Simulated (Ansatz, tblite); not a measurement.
Cost and result up the ladder for CaO2H2 (the lowest singlet isomer of a short search) (5 atoms). Total charge 0; singlet. Geometry: PBE0-D4/def2-TZVP.

```xyz
5

Ca   -0.191   -0.043    0.076
O     0.310    1.271    1.536
O    -0.338   -1.277   -1.525
H    -0.366   -1.844   -2.289
H     0.585    1.894    2.202
```

Ansatz on 4 threads of Intel Xeon 6975P-C on a shared host; xTB runs through tblite on one thread. Times are rough, summed over both states, and most runs start from the orbitals of an earlier one. CCSD(T)/def2-TZVPP serves as the yardstick here, not as an exact answer. The other state is a doublet.

The xTB rows come from tblite. Correlated methods freeze 7 core orbitals; core or outer-core shells of Ca are correlated, in sets that lack core-valence functions. In CCSD on the charge 1 doublet the largest single amplitude is 0.15, so its Hartree–Fock determinant may place the open shell otherwise than the density functionals do. The structure comes from a short search, and lower isomers may exist.

Correlated methods converge slowly with the basis.

Raw xTB energies of ions are shifted by several eV.

```
                         level  functions  wall time  vertical IE (eV)  difference from CCSD(T)/def2-TZVPP (eV)
                      GFN1-xTB         21    0.004 s             14.57                                     4.74
                      GFN2-xTB         19    0.004 s             14.40                                     4.58
PBE-D4/def2-TZVP (with forces)        110      1.5 s              8.80                                    -1.02
           r2SCAN-D4/def2-TZVP        110      2.6 s              8.85                                    -0.97
            CCSD(T)/def2-TZVPP        126       14 s              9.82                                     0.00
```
